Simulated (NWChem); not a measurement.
System: TiH$_{4}$; SMILES [TiH4]

The following NWChem deck was run.

```
start job
memory heap 200 mb stack 900 mb global 1100 mb
geometry units angstroms noautoz
  Ti    -0.000010    -0.000000    -0.000013
  H     -0.074848    -1.355727     0.997582
  H      0.123295     1.387916     0.947181
  H     -1.395811     0.084066    -0.939919
  H      1.347376    -0.116251    -1.004877
end
basis spherical
  Ti library def2-svp
  H library def2-svp
end
dft
  xc pw6b95
  iterations 150
  mulliken
end
task dft energy
```

Geometry: optimised at PBE0/def2-SVP.

### Question
Predict the main results of this run. (PW6B95/def2-SVP.) Quantities: energy (Ha); highest occupied level (eV); orbital gap (eV).

### Answer
| Item | Value |
|---|---|
| energy (Ha) | -852.14 |
| highest occupied level (eV) | -8.97 |
| orbital gap (eV) | 6.28 |
